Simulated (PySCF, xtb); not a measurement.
Al(F)(Cl)(Et) (C2H5AlClF), SMILES [Al]([F])([Cl])[CH2]C. The values are those of a single conformer.

Harmonic wavenumbers (cm⁻¹) from GFN2-xTB run with xtb at its own minimum, in rising order: 35, 84, 150, 152, 233, 239, 470, 600, 643, 773, 912, 978, 1045, 1206, 1211, 1409, 1457, 1490, 1496, 2901, 2926, 3000, 3017, 3026.

Problem. What does B3LYP-D3(BJ)/def2-SVP in PySCF give at its own minimum? (Estimate from the structure and the level; the computed values follow.)

Solution. 20, 95, 160, 189, 258, 283, 490, 603, 648, 879, 931, 964, 1034, 1225, 1239, 1402, 1424, 1474, 1482, 3013, 3025, 3051, 3098, 3109. Paired by order, the mean absolute difference is 36 cm⁻¹ and the zero-point energies are 42.1 and 43.0 kcal/mol.
